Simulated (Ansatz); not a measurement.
Relaxation of F3HSi (5 atoms, charge 0, multiplicity 1), to a largest force component of 0.02 eV/Å in at most 40 steps.

Theory: RKS PBE0/def2-SVP (Ansatz).

```xyz
5
Properties=species:S:1:pos:R:3:forces:R:3
Si 0.000 0.000 0.000 -0.30 0.60 -0.21
F 0.000 0.000 1.590 0.10 -0.17 0.32
F 1.499 0.000 -0.529 0.33 -0.17 -0.02
H -0.688 1.191 -0.486 -0.08 0.15 -0.06
F -0.749 -1.297 -0.529 -0.04 -0.41 -0.03
```

Problem. Where does it end, and by what steps?

Solution. It converged. After 3 steps the energy has fallen by 0.017 eV; H4 moved furthest, 0.03 Å.

| step | energy less start (eV) | largest force component (eV/Å) | accepted |
| --- | --- | --- | --- |
| 0 | 0.0000 | 0.596 | yes |
| 1 | -0.0127 | 0.353 | yes |
| 2 | -0.0165 | 0.039 | yes |
| 3 | -0.0166 | 0.001 | yes |

```xyz
5
Properties=species:S:1:pos:R:3
Si -0.011 0.019 -0.007
F 0.009 -0.016 1.591
F 1.503 -0.016 -0.521
H -0.702 1.216 -0.496
F -0.737 -1.309 -0.521
```

Whether the end is a true minimum wasn't checked by a vibrational analysis.

Run time: 7.8 s on 1 thread of Arm Neoverse V1, on a shared host, peak memory 0.12 GiB.
